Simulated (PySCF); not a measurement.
Al(F)(Me)(SiH3) (CH6AlFSi), SMILES [CH3][Al]([F])[SiH3].

Geometry: r2SCAN-D4/def2-SVP. The geometry has at least one imaginary mode, so it is a saddle point at that level. The structure was generated by enumeration; whether it is a known compound was not checked.

Calculation: ωB97X/def2-TZVP run with PySCF.

Gas-phase values at a fixed geometry.

```yaml
total_energy: -673.59496 hartree
highest_occupied_level: -9.89 eV
lowest_empty_level: 0.45 eV
orbital_gap: 10.34 eV
dipole_moment: 1.79 D
quadrupole, principal values (traceless, Buckingham form, about the centre of nuclear charge): -7.50, -0.03, 7.53 D·Å
mean_static_polarisability: 67.7 bohr³ (10.03 Å³)
polarisability_principal_values: 57.8, 61.9, 83.4 bohr³
```
